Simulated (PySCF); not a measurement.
SeF3, SMILES [Se](F)(F)F, multiplicity 2. The structure is a stationary point at B3LYP-D3(BJ)/def2-SVP. The spin state was assumed, not searched. The isomer is the one that the SMILES or the coordinates give; other isomers of the formula were not compared.

Computed equilibrium geometry at B3LYP-D3(BJ)/def2-SVP (PySCF confirms it by a frequency run) as a Z-matrix, and its point group:
point group Cs.
```
Se
F 1 1.7368
F 1 1.8125 2 86.78
F 1 1.8125 2 86.78 3 -172.06
```
Charge 0, spin multiplicity 2.
